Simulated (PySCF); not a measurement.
C₅H₅BO. Atoms are numbered in the order given.

```xyz
12

B     -0.0967     0.1929     0.0000
C     -0.1813     1.7253     0.0000
C     -0.2108     2.9423     0.0000
H     -0.2443     4.0162     0.0000
C      1.2824    -0.4937     0.0000
C      2.3816    -1.0180     0.0000
H      3.3549    -1.4736     0.0000
O     -1.2511    -0.5068     0.0000
C     -1.3467    -1.9190     0.0000
H     -1.9066    -2.2371     0.8932
H     -1.9066    -2.2371    -0.8932
H     -0.3559    -2.3994     0.0000
```

The structure is a stationary point at B3LYP-D3(BJ)/def2-SVP. Other conformers were not sampled.

Computed with PySCF 2.14.0 with B3LYP-D3(BJ)/def2-SVP.

No scaling factor is applied to the harmonic values.

| mode | ν (cm⁻¹) | IR (km/mol) | Raman (Å⁴/amu) | depolarisation | moving atoms (share of kinetic energy) |
|---|---|---|---|---|---|
| 1 | 75 | 0.4 | 0.2 | 0.75 | H 97 % |
| 2 | 117 | 1.5 | 12.2 | 0.75 | C 69 %, H 18 % |
| 3 | 132 | 8.5 | 1.9 | 0.75 | C 43 %, H 25 %, O 21 %, B 12 % |
| 4 | 166 | 2.4 | 6.4 | 0.73 | C 71 %, H 22 % |
| 5 | 216 | 0.1 | 4.6 | 0.75 | C 50 %, O 28 %, H 16 % |
| 6 | 312 | 0.0 | 12.7 | 0.75 | C 81 %, H 14 % |
| 7 | 327 | 6.6 | 2.1 | 0.69 | C 64 %, H 18 %, O 17 % |
| 8 | 475 | 9.9 | 2.6 | 0.49 | C 76 %, O 13 %, H 10 % |
| 9 | 511 | 3.5 | 9.9 | 0.75 | C 87 %, H 8 % |
| 10 | 629 | 4.3 | 8.4 | 0.16 | C 54 %, O 35 % |
| 11 | 666 | 44.5 | 1.8 | 0.75 | B 70 %, C 23 % |
| 12 | 709 | 25.6 | 1.3 | 0.73 | H 75 %, C 25 % |
| 13 | 711 | 44.4 | 2.3 | 0.72 | H 74 %, C 26 % |
| 14 | 765 | 8.6 | 3.6 | 0.75 | H 74 %, C 26 % |
| 15 | 766 | 40.9 | 1.5 | 0.75 | H 74 %, C 26 % |
| 16 | 1049 | 34.6 | 3.0 | 0.56 | C 42 %, O 33 %, B 19 % |
| 17 | 1131 | 249.5 | 0.6 | 0.55 | B 70 %, C 17 %, H 13 % |
| 18 | 1183 | 0.6 | 1.6 | 0.75 | H 76 %, C 19 % |
| 19 | 1193 | 86.6 | 4.9 | 0.66 | H 61 %, C 19 %, B 15 % |
| 20 | 1390 | 437.0 | 32.2 | 0.18 | B 35 %, H 26 %, O 25 %, C 13 % |
| 21 | 1472 | 3.4 | 18.5 | 0.75 | H 97 % |
| 22 | 1473 | 3.6 | 37.9 | 0.65 | H 96 % |
| 23 | 1498 | 106.5 | 3.5 | 0.27 | H 63 %, B 17 %, O 16 % |
| 24 | 2170 | 50.8 | 297.6 | 0.16 | C 90 %, H 9 % |
| 25 | 2180 | 127.9 | 148.3 | 0.47 | C 89 %, H 9 % |
| 26 | 3028 | 52.7 | 184.4 | 0.03 | H 98 % |
| 27 | 3119 | 19.7 | 118.1 | 0.75 | H 90 %, C 10 % |
| 28 | 3125 | 14.2 | 55.9 | 0.57 | H 90 %, C 10 % |
| 29 | 3459 | 46.2 | 40.3 | 0.30 | H 86 %, C 14 % |
| 30 | 3461 | 41.5 | 42.2 | 0.25 | H 86 %, C 14 % |
